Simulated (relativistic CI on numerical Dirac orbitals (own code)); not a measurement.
## Ru6+: resonant inelastic scattering at the M2,3 edge

Computed with this model: Dirac-Coulomb-Breit CI, separate exchange-only KLI orbitals for each configuration, a model potential for QED, Kramers-Heisenberg scattering through one core-hole configuration in a parametric crystal field, unscaled Slater integrals; configurations [Kr] 4d2 → [Ne] 3s2 3p5 3d10 4s2 4p6 4d3; 300 K; core-hole width 2 eV; summed over polarisations. Incident energies are the highest absorption maxima for each field (at most a few, so the weaker spin-orbit partner edge can be absent), on the computed scale of the free ion. Intensities are in per cent of the strongest line above 0.02 eV; levels within 1 cm⁻¹ are merged; final levels count from the ground level, the first row holds all elastic scattering, lines under 0.4 are left out and each table stops after 24 rows. The scale of the Slater integrals is a model choice and moves the terms in proportion.

Field parameters in Wybourne normalisation: D4h B²₀ = −7Ds, B⁴₀ = 21(Dq − Dt), B⁴₄ = 21√(5/14) Dq. The field is a parameter set, without covalency.

S is read from ⟨S²⟩ = S(S + 1).

D4h, 10Dq = 28150, Ds = -1500, Dt = 90 cm⁻¹:

| Final level (eV) | Degeneracy | Irrep | S | 475.6 eV | 497.9 eV |
| --- | --- | --- | --- | --- | --- |
| 0.000 | 1 | B1 | 1.00 | 1826.9 | 224.1 |
| 0.014 | 1 | B2 | 1.00 | 5.3 | 3.2 |
| 0.116 | 2 | E | 1.00 | 25.4 | 12.5 |
| 0.187 | 1 | A1 | 0.99 | 78.4 | 13.1 |
| 0.278 | 1 | A2 | 1.00 | 51.4 | 6.5 |
| 0.733 | 2 | E | 1.00 | 8.0 | 3.8 |
| 0.758 | 1 | A1 | 0.99 | 1.0 | 14.7 |
| 1.767 | 1 | A1 | 0.05 | 39.0 | 9.7 |
| 2.013 | 2 | E | 0.07 | 22.2 | 27.5 |
| 2.599 | 1 | B2 | 0.11 | 30.1 | 14.9 |
| 2.678 | 1 | B1 | 0.03 | 26.9 | 14.5 |
| 3.400 | 1 | B1 | 1.00 | 33.2 | 10.4 |
| 3.460 | 2 | E | 0.98 | 100.0 | 17.1 |
| 3.494 | 1 | B2 | 0.96 | 61.3 | 15.7 |
| 3.530 | 1 | B1 | 1.00 | 33.6 | 18.0 |
| 3.542 | 2 | E | 1.00 | 7.1 | 8.6 |
| 3.573 | 1 | A2 | 1.00 | 10.2 | 3.9 |
| 3.583 | 1 | A1 | 1.00 | 5.4 | 1.1 |
| 4.431 | 1 | A1 | 0.82 | 29.5 | 23.4 |
| 4.475 | 2 | E | 0.99 | 46.3 | 21.4 |
| 4.620 | 1 | A1 | 0.40 | 16.3 | 5.8 |
| 5.372 | 1 | A2 | 0.11 | 5.6 | 2.3 |
| 5.501 | 1 | B2 | 0.46 | 8.3 | 2.1 |
| 5.522 | 1 | A2 | 0.96 | 34.3 | 6.2 |

D4h, 10Dq = 28150, Ds = -860, Dt = 90 cm⁻¹:

| Final level (eV) | Degeneracy | Irrep | S | 475.6 eV | 497.9 eV |
| --- | --- | --- | --- | --- | --- |
| 0.000 | 1 | B1 | 1.00 | 1735.4 | 215.9 |
| 0.015 | 1 | B2 | 1.00 | 8.5 | 4.6 |
| 0.102 | 2 | E | 1.00 | 24.6 | 10.6 |
| 0.151 | 1 | A1 | 0.99 | 76.5 | 7.7 |
| 0.278 | 1 | A2 | 1.00 | 44.9 | 4.9 |
| 0.535 | 2 | E | 1.00 | 8.8 | 3.5 |
| 0.586 | 1 | A1 | 1.00 | 3.6 | 18.8 |
| 1.913 | 1 | A1 | 0.04 | 29.6 | 7.5 |
| 2.017 | 2 | E | 0.07 | 20.8 | 24.7 |
| 2.376 | 1 | B2 | 0.09 | 26.4 | 12.5 |
| 2.449 | 1 | B1 | 0.03 | 24.1 | 11.9 |
| 3.337 | 1 | B1 | 1.00 | 29.2 | 9.6 |
| 3.389 | 2 | E | 0.98 | 100.0 | 18.2 |
| 3.448 | 1 | B2 | 0.97 | 52.9 | 13.9 |
| 3.477 | 1 | B1 | 1.00 | 32.6 | 17.6 |
| 3.495 | 2 | E | 1.00 | 5.7 | 8.2 |
| 3.525 | 1 | A2 | 1.00 | 13.4 | 4.3 |
| 3.537 | 1 | A1 | 1.00 | 7.3 | 1.6 |
| 4.401 | 1 | A1 | 0.26 | 43.5 | 30.1 |
| 4.694 | 2 | E | 0.99 | 42.3 | 18.5 |
| 4.733 | 1 | A1 | 0.91 | 3.0 | 1.8 |
| 5.258 | 1 | A2 | 0.99 | 36.1 | 5.8 |
| 5.303 | 1 | A1 | 0.97 | 21.4 | 4.1 |
| 5.322 | 2 | E | 0.93 | 8.6 | 7.1 |

For the first field the strongest loss at the lowest incident energy is the level at 3.46 eV (S = 0.98, against 1.00 in the thermal ground state). Levels of other spin, the first over 8 % at 1.77 eV, appear because spin-orbit coupling of the core hole, and in heavier ions of the valence shell too, mixes spins.
